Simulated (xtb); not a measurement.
C$_{3}$F$_{5}$ (SMILES F[C](F)C(F)=C(F)F), doublet, geometry from GFN2-xTB; GFN2-xTB (xtb).

Input for xtb:
```
$ xtb mol.xyz --gfn 2 --uhf 1 --hess --json

# file mol.xyz
8

F      2.31105681    -0.60630354     0.44802213
C      1.21661307    -0.19266073    -0.15737279
F      1.43520919     0.16637079    -1.40914534
C     -0.02232275    -0.14002458     0.44908467
F     -0.08594854    -0.53913187     1.72909540
C     -1.20234980     0.28213038    -0.12957288
F     -1.29668040     0.70258278    -1.37774912
F     -2.35826408     0.31018513     0.50168426
```

The log (banner, timings and long lists left out):

```
   ID    Z sym.   atoms
    1    9 F      1, 3, 5, 7, 8
    2    6 C      2, 4, 6

           -------------------------------------------------
          |                Calculation Setup                |
           -------------------------------------------------

           -------------------------------------------------
          |                 G F N 2 - x T B                 |
           -------------------------------------------------

          ...................................................
          :                      SETUP                      :
          :.................................................:
          :  # basis functions                  32          :
          :  # atomic orbitals                  32          :
          :  # shells                           16          :
          :  # electrons                        47          :
          :  max. iterations                   250          :
          :  Hamiltonian                  GFN2-xTB          :
          :  restarted?                      false          :
          :  GBSA solvation                  false          :
          :  PC potential                    false          :
          :  electronic temp.          300.0000000     K    :
          :  accuracy                    1.0000000          :
          :  -> integral cutoff          0.2500000E+02      :
          :  -> integral neglect         0.1000000E-07      :
          :  -> SCF convergence          0.1000000E-05 Eh   :
          :  -> wf. convergence          0.1000000E-03 e    :
          :  Broyden damping             0.4000000          :
          :  net charge                          0          :
          :  unpaired electrons                  1          :
          ...................................................

 iter      E             dE          RMSdq      gap      omega  full diag
   1    -30.0956326 -0.300956E+02  0.496E+00    3.61       0.0  T
   2    -30.1130719 -0.174393E-01  0.266E+00    3.79       1.0  T
   3    -30.1128815  0.190390E-03  0.112E+00    3.63       1.0  T
   4    -30.1146687 -0.178721E-02  0.237E-01    3.79       1.0  T
   5    -30.1148075 -0.138781E-03  0.817E-02    3.75       1.0  T
   6    -30.1148091 -0.161705E-05  0.197E-02    3.75       1.8  T
   7    -30.1148097 -0.615095E-06  0.604E-03    3.75       5.9  T
   8    -30.1148100 -0.237379E-06  0.462E-04    3.75      76.6  T
   9    -30.1148100 -0.437595E-09  0.165E-04    3.75     214.4  T

   *** convergence criteria satisfied after 9 iterations ***

         :::::::::::::::::::::::::::::::::::::::::::::::::::::
         ::                     SUMMARY                     ::
         :::::::::::::::::::::::::::::::::::::::::::::::::::::
         :: total energy             -29.981718853342 Eh    ::
         :: gradient norm              0.000025622952 Eh/a0 ::
         :: HOMO-LUMO gap              3.751185507301 eV    ::
         ::.................................................::
         :: SCC energy               -30.114808497544 Eh    ::
         :: -> isotropic ES            0.043117540547 Eh    ::
         :: -> anisotropic ES          0.005813343717 Eh    ::
         :: -> anisotropic XC         -0.023734980376 Eh    ::
         :: -> dispersion             -0.004250417421 Eh    ::
         :: repulsion energy           0.133089644202 Eh    ::
         :: add. restraining           0.000000000000 Eh    ::
         :: total charge              -0.000000000000 e     ::
         :::::::::::::::::::::::::::::::::::::::::::::::::::::

           -------------------------------------------------
          |                Numerical Hessian                |
           -------------------------------------------------
step length          :   0.00500
SCC accuracy         :   0.30000
Hessian scale factor :   1.00000
frozen atoms in %    :   0.00000    0
RMS gradient         :   0.00002
estimated CPU  time      0.00 min

writing file <hessian>.

[...]
   9:  0.00  10:  0.00  11:  0.00  12:  0.00  13:  0.00  14:  0.00  15:  0.00  16:  0.00
  17:  0.00  18:  0.00  19:  0.00  20:  0.00  21:  0.00  22:  0.00  23:  0.00  24:  0.00
 output can be read by thermo (or use thermo option).
 writing <g98.out> molden fake output.
 recommended (thermochemical) frequency scaling factor: 1.0
           -------------------------------------------------
          |             Thermodynamic Functions             |
           -------------------------------------------------

c2v symmetry found (for desy threshold:  0.10E+00) used in thermo

          ...................................................
          :                      SETUP                      :
          :.................................................:
          :  # frequencies                          18      :
          :  # imaginary freq.                       0      :
          :  linear?                             false      :
          :  only rotor calc.                    false      :
          :  symmetry                              c2v      :
          :  rotational number                       2      :
          :  scaling factor                  1.0000000      :
          :  rotor cutoff                   50.0000000 cm⁻¹ :
          :  imag. cutoff                  -20.0000000 cm⁻¹ :
          :.................................................:

    mode    ω/cm⁻¹     T·S(HO)/kcal·mol⁻¹    T·S(FR)/kcal·mol⁻¹   T·S(vib)
   ------------------------------------------------------------------------
       1     84.44    -1.12844 ( 89.05%)    -0.90111 ( 10.95%)    -1.10356
       2    121.78    -0.91589 ( 97.24%)    -0.79271 (  2.76%)    -0.91249
       3    133.28    -0.86409 ( 98.06%)    -0.76599 (  1.94%)    -0.86218
       4    220.47    -0.58295 ( 99.74%)    -0.61694 (  0.26%)    -0.58304
       5    260.90    -0.49365 ( 99.87%)    -0.56706 (  0.13%)    -0.49375
       6    294.89    -0.43104 ( 99.92%)    -0.53079 (  0.08%)    -0.43112
   ------------------------------------------------------------------------

   temp. (K)  partition function   enthalpy   heat capacity  entropy
                                   cal/mol     cal/K/mol   cal/K/mol   J/K/mol
 298.15  VIB   85.3                 3254.192     19.777     19.651
         ROT  0.189E+06              888.752      2.981     27.124
         INT  0.161E+08             4142.944     22.758     46.775
         TR   0.145E+28             1481.254      4.968     40.505
         TOT                        5624.1982    27.7259    87.2802   365.1802

       T/K    H(0)-H(T)+PV         H(T)/Eh          T*S/Eh         G(T)/Eh
   ------------------------------------------------------------------------
    298.15    0.896273E-02    0.357026E-01    0.414696E-01   -0.576700E-02
   ------------------------------------------------------------------------

         :::::::::::::::::::::::::::::::::::::::::::::::::::::
         ::                  THERMODYNAMIC                  ::
         :::::::::::::::::::::::::::::::::::::::::::::::::::::
         :: total free energy         -29.987485853370 Eh   ::
         ::.................................................::
         :: total energy              -29.981718853365 Eh   ::
         :: zero point energy           0.026739889803 Eh   ::
         :: G(RRHO) w/o ZPVE           -0.032506889808 Eh   ::
         :: G(RRHO) contrib.           -0.005767000005 Eh   ::
         :::::::::::::::::::::::::::::::::::::::::::::::::::::

           -------------------------------------------------
          | TOTAL ENERGY              -29.981718853365 Eh   |
          | TOTAL ENTHALPY            -29.946016233256 Eh   |
          | TOTAL FREE ENERGY         -29.987485853370 Eh   |
          | GRADIENT NORM               0.000024338502 Eh/α |
          | HOMO-LUMO GAP               3.751191320608 eV   |
           -------------------------------------------------

normal termination of xtb
```
